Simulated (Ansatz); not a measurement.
The cluster Si9H15 (the lowest doublet isomer of a short search), 24 atoms. Hardware: 6 threads of Intel Xeon on a shared host.

Correlated methods freeze 45 core orbitals.

How many basis functions does each of these Ansatz runs have, and roughly what does it cost? MP2/def2-SVP, charge 0 doublet, energy, from earlier orbitals; r2SCAN-D4/def2-TZVP, charge 0 doublet, energy, from earlier orbitals; PBE-D4/def2-SVP, charge 0 doublet, energy, from earlier orbitals; PBE0-D4/def2-SVP, charge 0 doublet, energy, from earlier orbitals; r2SCAN-D4/def2-SVP, charge 0 doublet, relaxation, 9 steps; PBE0-D4/def2-TZVP, charge 0 doublet, energy, from earlier orbitals; BLYP-D4/def2-TZVP, charge 0 doublet, energy, from earlier orbitals; PBE-D4/def2-TZVP, charge 0 doublet, energy and forces, from earlier orbitals.

Other jobs shared the machine, so times can vary by a factor of up to 3.

| run | functions | fitting or Cholesky vectors | wall time | peak host memory (GiB) |
| --- | --- | --- | --- | --- |
| PBE-D4/def2-SVP, charge 0 doublet, energy, from earlier orbitals | 237 | 2634 | 17 s | 0.6 |
| MP2/def2-SVP, charge 0 doublet, energy, from earlier orbitals | 237 | 2289 | 24 s | 1.3 |
| PBE0-D4/def2-SVP, charge 0 doublet, energy, from earlier orbitals | 237 | 2289 | 32 s | 1.3 |
| BLYP-D4/def2-TZVP, charge 0 doublet, energy, from earlier orbitals | 423 | 2928 | 37 s | 1.5 |
| PBE-D4/def2-TZVP, charge 0 doublet, energy and forces, from earlier orbitals | 423 | 2928 | 43 s | 1.5 |
| r2SCAN-D4/def2-TZVP, charge 0 doublet, energy, from earlier orbitals | 423 | 2928 | 69 s | 1.7 |
| PBE0-D4/def2-TZVP, charge 0 doublet, energy, from earlier orbitals | 423 | 2743 | 1.7 min | 3.2 |
| r2SCAN-D4/def2-SVP, charge 0 doublet, relaxation, 9 steps | 237 | 2634 | 2.3 min | 0.6 |
